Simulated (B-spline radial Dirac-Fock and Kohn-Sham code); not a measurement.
Nd: eigenvalues, ΔSCF and the reference

System: neutral neodymium, 1s2 2s2 2p6 3s2 3p6 3d10 4s2 4p6 4d10 4f3 5s2 5p6 5d1 6s2 (an excited configuration).

The density-functional columns are spherical, spin-unpolarised Dirac-Kohn-Sham results without Breit or QED terms: −ε is minus the orbital energy of the initial state and ΔSCF the difference of two total energies. The reference in the last column comes from Dirac-Fock energy differences between relaxed states, corrected for Breit and QED terms. All numbers are from a radial atomic solver, in eV; a selection of levels is shown. The Kohn-Sham columns are given as differences from the reference. For the 1s level of heavy atoms much of the gap between ΔSCF and the reference is the Breit and QED part, -174.4 eV here; for other levels the error of the functional can be larger.

```tsv
level	LDA −ε − DF	LDA ΔSCF − DF	Dirac-Fock
K (1s)	-259.3	+161.4	43579.4
L1 (2s)	-134.4	-58.9	7144.9
L2 (2p1/2)	-99.2	-3.8	6735.1
L3 (2p3/2)	-104.9	-17.9	6221.4
M1 (3s)	-66.7	-43.3	1593.1
M2 (3p1/2)	-52.7	-28.0	1418.7
M3 (3p3/2)	-51.8	-28.6	1314.2
M4 (3d3/2)	-32.2	-5.2	1014.0
M5 (3d5/2)	-32.7	-6.2	992.1
N1 (4s)	-30.5	-20.5	339.1
N2 (4p1/2)	-23.5	-13.7	271.4
N3 (4p3/2)	-23.5	-14.1	248.7
N4 (4d3/2)	-10.6	-1.6	135.9
N5 (4d5/2)	-10.6	-1.8	131.9
N6,7 (4f)	-4.2	+3.0	11.34
O1 (5s)	-8.3	-3.0	52.11
O2 (5p1/2)	-4.2	+0.8	31.25
O3 (5p3/2)	-4.2	+0.6	27.98
O4,5 (5d)	-2.5	+1.0	5.54
P1 (6s)	-0.9	+1.6	4.91
```

Values without a named source are computed, but for edge energies of neutral atoms, which are taken from tables.
